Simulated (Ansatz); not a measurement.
Li4H3, relaxed as a doublet with UKS PBE-D4/def2-TZVP in Ansatz, starting from the GFN2-xTB geometry. Force threshold 0.02 eV/Å.

The structure comes from a short search, and lower isomers may exist.

Start:

```xyz
7

Li   -0.528   -1.051   -1.095
Li    1.210   -0.603    0.731
Li   -0.016    1.443   -0.803
Li   -0.425    1.338    1.554
H    -1.276    0.410   -1.240
H     1.087   -1.029   -0.864
H    -0.051   -0.508    1.717
```

Problem. Estimate the energy that the relaxation releases and the steps that it takes.

Solution. 1.11 eV, in 9 steps; 6.5 s on 4 threads of Arm Neoverse V2 on a shared host. No frequencies were taken in this run, so the end may be a saddle point.

Problem. Does the start keep its bonding?

Solution. Bonds formed: Li1–H7, Li3–H6, Li4–H5 (atoms count from 1). Metal–metal contacts that move far: Li1–Li4 3.57 to 2.49 Å. The end is the same structure that another start reached, the lowest one found.

Problem. Predict the relaxed structure.

Solution. 
```xyz
7

Li   -0.659   -0.989   -0.403
Li    1.466   -0.433    0.775
Li    0.451    1.072   -1.256
Li   -0.845    0.965    1.134
H    -1.218    0.736   -0.627
H     1.035   -0.623   -0.978
H    -0.229   -0.728    1.354
```
Bond lengths (bridged metal pairs left out): 9 × H–Li 1.81 to 1.83 Å.
